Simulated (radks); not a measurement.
Initial-state core-level shifts of the lead ion Pb+ when its valence configuration changes from [Hg] 6p1. All-electron calculation, scalar-relativistic Kohn-Sham, LDA (Slater exchange, Perdew-Wang correlation), spin-polarised, spherical densities, finite nucleus; open shells are filled with parallel spins first (spin-orbit coupling, left out, can overturn this in heavy ions); Fermi nuclear charge, rms radius 5.5012 fm. Program: a radial shooting solver on a logarithmic mesh with Libxc functionals. Shifts are changes of the shell-averaged eigenvalues in eV (positive: less bound); the change of the density at the nucleus, which sets a Mossbauer isomer shift, is in e/bohr^3, on a base of 2.943e+06.

[
 {"valence": "[Xe] 4f13 5d10 6s2 6p2", "3s": "-24.259", "3p": "-24.211", "4s": "-21.084", "5p": "-8.884", "density at nucleus": "+291.9"},
 {"valence": "[Xe] 4f13.5 5d10 6s2 6p1.5", "3s": "-12.013", "3p": "-11.990", "4s": "-10.473", "5p": "-4.430", "density at nucleus": "+144.2"},
 {"valence": "[Xe] 4f14 5d10 6s1 6p2", "3s": "-1.672", "3p": "-1.671", "4s": "-1.680", "5p": "-1.665", "density at nucleus": "-270.5"},
 {"valence": "[Xe] 4f13 5d10 6s1 6p3", "3s": "-25.799", "3p": "-25.749", "4s": "-22.631", "5p": "-10.404", "density at nucleus": "-16.6"},
 {"valence": "[Xe] 4f12 5d10 6s2 6p3", "3s": "-49.432", "3p": "-49.329", "4s": "-42.700", "5p": "-17.858", "density at nucleus": "+597.1"},
 {"valence": "[Xe] 4f14 5d9 6s2 6p2", "3s": "-6.223", "3p": "-6.221", "4s": "-6.144", "5p": "-5.442", "density at nucleus": "+80.8"},
 {"valence": "[Xe] 4f12 5d10 6s1 6p4", "3s": "-51.168", "3p": "-51.063", "4s": "-44.438", "5p": "-19.536", "density at nucleus": "+254.2"},
 {"valence": "[Xe] 4f14 5d8 6s2 6p3", "3s": "-12.473", "3p": "-12.469", "4s": "-12.294", "5p": "-10.762", "density at nucleus": "+163.8"},
 {"valence": "[Xe] 4f12.5 5d10 6s0.5 6p4", "3s": "-39.337", "3p": "-39.261", "4s": "-34.436", "5p": "-15.887", "density at nucleus": "-47.3"}
]
